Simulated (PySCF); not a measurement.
**Assignment exercise: C$_{2}$H$_{14}$NPSi$_{4}$**

Cartesian coordinates in Å; atom numbers follow the order of the lines, from 1:
```xyz
22

C    -2.770   -0.998   -1.449
Si   -1.741   -0.466    0.067
Si   -1.206    1.837    0.002
Si    1.084    1.342   -0.329
C     2.211    1.929    1.092
Si    0.574   -0.997   -0.188
N     1.181   -1.551    1.349
P     1.110   -2.463   -1.848
H    -2.330   -0.608   -2.363
H    -3.791   -0.632   -1.399
H    -2.814   -2.080   -1.546
H    -2.492   -0.987    1.225
H    -1.851    2.628   -1.059
H    -1.516    2.623    1.204
H     1.740    1.850   -1.554
H     3.238    1.598    0.965
H     1.852    1.529    2.035
H     2.224    3.011    1.175
H     0.844   -2.432    1.705
H     2.174   -1.500    1.515
H     0.164   -1.950   -2.714
H     2.103   -1.667   -2.391
```

All values are calculated (PySCF): GFN2-xTB geometry, NMR shieldings at PBE0/pcSseg-1/GIAO. Relativity neglected, isolated molecule, one conformer, equivalent nuclei averaged.

Shifts are taken against calculated references (same method and geometry level): ¹³C (σref 186.93), ¹H (σref 31.72) vs TMS.

Q: Assign these signals to the numbered atoms. ¹³C{¹H} NMR (computed): δ -6.0, -6.6.

A: 
-6.0 → C1, methyl carbon bonded to Si: an electropositive neighbour leaves it electron-rich and shielded
-6.6 → C5, methyl carbon bonded to Si

C1 and C5 lie closer than the usual error of such a calculation, so a measured spectrum could show them in the other order.

Q: Assign these signals to the numbered atoms. ¹H NMR (300 MHz, computed): δ 4.69 (m, 1H), 4.62 (m, 1H), 3.98 (m, 1H), 3.98 (m, 1H), 1.33 (m, 2H), 0.47 (d, 3H), 0.24 (d, 3H), 0.05 (br s, 2H).

A: 
4.69 → H12, hydrogen on a silicon bonded to C, 2 Si, in a 4-membered ring
4.62 → H15, hydrogen on a silicon bonded to C, 2 Si, in a 4-membered ring
3.98 → H14, hydrogen on a silicon bonded to 2 Si, in a 4-membered ring
3.98 → H13, hydrogen on a silicon bonded to 2 Si, in a 4-membered ring
1.33 → H21/H22, hydrogen on a phosphorus bonded to Si
0.47 → H16/H17/H18, hydrogen on a methyl carbon bonded to Si: an electropositive neighbour shields it, as in TMS itself
0.24 → H9/H10/H11, hydrogen on a methyl carbon bonded to Si
0.05 → H19/H20, hydrogen on a nitrogen bonded to Si: exchangeable, gas-phase position

H12 and H15; H14 and H13 lie closer than the usual error of such a calculation, so a measured spectrum could show them in the other order.

Exchangeable OH/NH protons stand at their gas-phase positions; hydrogen bonding in a real sample shifts them, mostly to higher δ. Splittings by ³¹P in the carbon and heteronuclear signals aren't shown, as no couplings were computed. Shifts are as computed. Against solution values, carbons near 30 ppm lie about +3 ppm off and those near 130 ppm about +5 ppm. Of 1309 compounds with measured shifts, 239 miss one by over three times the rms of a fit or turn the order of signals round; such compounds aren't used in these exercises. No couplings were computed; multiplicities are counted from neighbouring protons, with m where these are inequivalent, close in shift, in a saturated or five-membered ring or joined by F or P, and br s for small geminal =CH2 splittings.
